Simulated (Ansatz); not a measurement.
A structure relaxed at PBE-D4/def2-SVPD in Ansatz, charge -1, doublet:

```xyz
5

Ge   -0.107   -0.934    0.740
Ge    0.706    2.381   -0.381
Te   -1.111   -2.961   -0.330
Te    2.048    0.143   -0.532
Te   -1.537    1.372    0.504
```

(1) Give its formula and point group.

(2) Summarise the bond lengths by kind (pairs closer than 1.2 times the sum of covalent radii, bridged metal pairs left out).

Results:

(1) the cluster Ge₂Te₃⁻. Point group Cs (tolerance 0.1 Å).

(2) 5 × Ge–Te 2.50 to 2.72 Å.

In the def2 sets Te takes a core potential; there is no spin–orbit coupling. The relaxation made no stability test and no search for a lower SCF solution. Another isomer (doublet) lies 0.56 eV lower at PBE0-D4/def2-TZVPD; other spin states weren't run for this one.
